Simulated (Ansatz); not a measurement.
Born–Oppenheimer molecular dynamics of C₃H₄AlF (9 atoms, charge 0, multiplicity 1). It starts from a relaxed structure.

All numbers below come from RHF/6-31G (Ansatz 0.2.0).

- ensemble: NVT, Nosé–Hoover chain
- time step: 1 fs
- steps asked: 400
- set temperature: 400 K
- thermostat: time constant 20 fs, chain length 1
- temperature schedule: 100 steps to 400 K, then 300 steps to 1200 K
- seed: 36831

Frames 2 fs apart, positions in Å, forces in eV/Å.

Velocities at 60.0 fs (Å/ps):

```
F -0.49 -0.33 -2.96
C -2.28 1.01 2.71
C -1.41 -5.66 0.17
C 3.23 5.45 -1.79
Al -0.98 -0.66 1.89
H 31.09 14.86 -11.27
H -3.55 -35.38 -11.22
H 8.03 24.18 48.37
H 5.65 10.75 -33.55
```

```xyz
9
Properties=species:S:1:pos:R:3:forces:R:3 time_fs=60.0 energy_less_start_eV=0.841 T=482
F 2.004 1.397 1.182 -2.20 -1.99 -0.71
C 0.837 0.614 0.770 0.61 0.24 -2.89
C 0.819 -0.144 -0.416 2.61 0.61 2.45
C -0.523 -0.808 -0.777 -0.22 2.89 0.33
Al -1.114 0.546 0.779 0.01 -1.03 -0.85
H 1.801 -0.450 -0.840 -1.15 0.67 -0.30
H -0.423 -1.827 -0.552 -0.50 -1.43 0.09
H -0.933 -0.643 -1.824 0.96 -0.15 1.64
H -2.461 1.121 1.343 -0.12 0.20 0.23
9
Properties=species:S:1:pos:R:3:forces:R:3 time_fs=62.0 energy_less_start_eV=0.846 T=505
F 2.001 1.394 1.175 -2.14 -1.88 -0.67
C 0.833 0.616 0.770 0.72 -0.09 -2.92
C 0.821 -0.155 -0.412 3.34 1.03 2.28
C -0.517 -0.794 -0.778 1.12 -0.84 4.28
Al -1.116 0.544 0.782 0.32 -1.11 -0.94
H 1.836 -0.407 -0.866 -1.91 0.58 0.12
H -0.441 -1.909 -0.576 -0.58 1.62 -0.40
H -0.904 -0.596 -1.710 -0.48 0.38 -2.12
H -2.454 1.147 1.280 -0.39 0.31 0.36
9
Properties=species:S:1:pos:R:3:forces:R:3 time_fs=64.0 energy_less_start_eV=0.734 T=655
F 1.993 1.388 1.167 -1.95 -1.65 -0.61
C 0.832 0.618 0.762 0.77 -0.17 -2.39
C 0.833 -0.162 -0.400 2.17 1.46 2.23
C -0.506 -0.782 -0.767 1.09 -1.94 4.78
Al -1.118 0.540 0.784 0.31 -1.05 -0.87
H 1.802 -0.342 -0.889 -0.89 0.09 -0.17
H -0.480 -1.937 -0.615 -0.34 2.42 -0.34
H -0.890 -0.533 -1.669 -0.84 0.57 -2.98
H -2.460 1.186 1.230 -0.32 0.27 0.35
9
Properties=species:S:1:pos:R:3:forces:R:3 time_fs=66.0 energy_less_start_eV=0.372 T=1061
F 1.982 1.378 1.158 -1.63 -1.30 -0.53
C 0.833 0.620 0.746 0.76 0.05 -1.25
C 0.853 -0.164 -0.381 -0.15 1.41 2.07
C -0.493 -0.775 -0.741 -0.87 0.53 0.38
Al -1.119 0.535 0.784 0.01 -0.81 -0.73
H 1.737 -0.272 -0.922 1.16 -0.38 -1.03
H -0.534 -1.877 -0.666 -0.03 0.90 0.03
H -0.903 -0.451 -1.729 0.71 -0.47 0.82
H -2.479 1.235 1.192 0.04 0.08 0.25
9
Properties=species:S:1:pos:R:3:forces:R:3 time_fs=68.0 energy_less_start_eV=0.475 T=954
F 1.966 1.365 1.147 -1.17 -0.84 -0.39
C 0.836 0.622 0.725 0.62 0.69 0.49
C 0.872 -0.163 -0.356 -0.36 0.31 -0.17
C -0.482 -0.766 -0.713 -1.37 4.03 -1.56
Al -1.120 0.528 0.784 -0.30 -0.48 -0.58
H 1.709 -0.214 -0.990 0.97 -0.41 -0.52
H -0.589 -1.787 -0.717 0.02 -2.28 0.30
H -0.892 -0.384 -1.765 1.17 -0.87 2.28
H -2.495 1.287 1.163 0.42 -0.15 0.15
9
Properties=species:S:1:pos:R:3:forces:R:3 time_fs=70.0 energy_less_start_eV=0.468 T=923
F 1.949 1.351 1.136 -0.50 -0.22 -0.13
C 0.842 0.626 0.707 0.27 1.44 2.25
C 0.890 -0.160 -0.332 0.68 -1.06 -3.58
C -0.475 -0.746 -0.690 -1.24 2.83 -1.56
Al -1.121 0.521 0.783 -0.43 -0.13 -0.38
H 1.715 -0.174 -1.073 -0.46 -0.42 1.14
H -0.643 -1.774 -0.756 0.31 -1.55 0.47
H -0.839 -0.350 -1.719 0.76 -0.57 1.67
H -2.496 1.333 1.141 0.61 -0.31 0.12
9
Properties=species:S:1:pos:R:3:forces:R:3 time_fs=72.0 energy_less_start_eV=0.567 T=760
F 1.931 1.336 1.124 0.47 0.58 0.31
C 0.848 0.634 0.696 -0.38 1.37 2.84
C 0.910 -0.161 -0.319 0.47 -1.60 -4.70
C -0.473 -0.717 -0.672 -0.64 -1.27 0.29
Al -1.123 0.514 0.781 -0.28 0.17 -0.16
H 1.707 -0.150 -1.115 -0.63 -0.53 1.68
H -0.683 -1.815 -0.776 0.84 1.17 0.76
H -0.760 -0.336 -1.616 -0.41 0.46 -1.17
H -2.475 1.367 1.124 0.54 -0.35 0.15
9
Properties=species:S:1:pos:R:3:forces:R:3 time_fs=74.0 energy_less_start_eV=0.749 T=522
F 1.915 1.324 1.114 1.69 1.52 0.90
C 0.853 0.647 0.693 -1.24 0.07 1.80
C 0.930 -0.167 -0.320 -1.10 -0.98 -2.62
C -0.472 -0.693 -0.653 0.10 -3.07 1.53
Al -1.126 0.507 0.779 0.09 0.38 0.00
H 1.679 -0.147 -1.097 0.53 -0.61 0.61
H -0.691 -1.815 -0.767 0.88 1.87 0.73
H -0.698 -0.305 -1.561 -1.20 1.09 -3.16
H -2.435 1.386 1.113 0.26 -0.26 0.22
9
Properties=species:S:1:pos:R:3:forces:R:3 time_fs=76.0 energy_less_start_eV=0.672 T=547
F 1.903 1.315 1.106 2.79 2.31 1.47
C 0.853 0.658 0.697 -1.92 -1.58 0.08
C 0.946 -0.175 -0.330 -2.97 0.16 0.60
C -0.471 -0.679 -0.632 0.04 -0.78 -1.79
Al -1.128 0.501 0.778 0.53 0.53 0.08
H 1.673 -0.166 -1.058 1.94 -0.62 -0.96
H -0.667 -1.751 -0.733 0.42 0.41 0.35
H -0.680 -0.242 -1.611 -0.70 -0.35 -0.15
H -2.386 1.395 1.110 -0.14 -0.07 0.31
9
Properties=species:S:1:pos:R:3:forces:R:3 time_fs=78.0 energy_less_start_eV=0.830 T=341
F 1.896 1.310 1.101 3.24 2.61 1.78
C 0.848 0.665 0.700 -1.91 -2.42 -1.09
C 0.953 -0.182 -0.338 -2.21 0.99 1.01
C -0.471 -0.668 -0.617 0.34 2.25 -3.76
Al -1.129 0.497 0.776 0.79 0.68 0.16
H 1.734 -0.208 -1.049 0.82 -0.55 -0.12
H -0.629 -1.679 -0.687 -0.26 -2.34 -0.14
H -0.690 -0.192 -1.669 -0.34 -1.32 1.78
H -2.345 1.401 1.120 -0.47 0.09 0.39
9
Properties=species:S:1:pos:R:3:forces:R:3 time_fs=80.0 energy_less_start_eV=0.775 T=370
F 1.897 1.311 1.100 2.81 2.31 1.72
C 0.837 0.664 0.701 -1.04 -2.19 -1.35
C 0.952 -0.186 -0.342 -0.38 1.19 0.24
C -0.469 -0.651 -0.614 0.10 0.75 -4.05
Al -1.129 0.493 0.775 0.70 0.91 0.35
H 1.820 -0.269 -1.045 -1.10 -0.26 1.22
H -0.601 -1.687 -0.647 -0.32 -1.43 -0.23
H -0.712 -0.192 -1.662 -0.22 -1.36 1.70
H -2.324 1.410 1.143 -0.55 0.09 0.40
9
Properties=species:S:1:pos:R:3:forces:R:3 time_fs=82.0 energy_less_start_eV=0.601 T=515
F 1.902 1.317 1.102 1.82 1.60 1.40
C 0.823 0.656 0.697 0.28 -1.21 -0.94
C 0.950 -0.186 -0.346 0.20 0.97 0.13
C -0.467 -0.633 -0.624 -0.04 -3.08 -2.21
Al -1.129 0.491 0.774 0.30 1.17 0.58
H 1.865 -0.336 -0.999 -1.61 0.03 1.27
H -0.585 -1.744 -0.618 -0.12 1.15 -0.20
H -0.743 -0.241 -1.596 -0.47 -0.51 -0.36
H -2.322 1.422 1.181 -0.35 -0.10 0.32
```

Of the whole run (400 fs, mean temperature of the second half 927 K): The conserved energy wandered by up to 8.8 meV per atom (net 2.7 meV per atom), which is poor conservation. The schedule's set-point averaged 933 K over the second half and the system 927 K. A run of 0.4 ps of so small a system gives no equilibrium averages. Limits of this set-up: no polarisation functions.

Time of the run: 7.2 min on 1 thread of Arm Neoverse V1, on a shared host, peak memory 0.1 GiB.
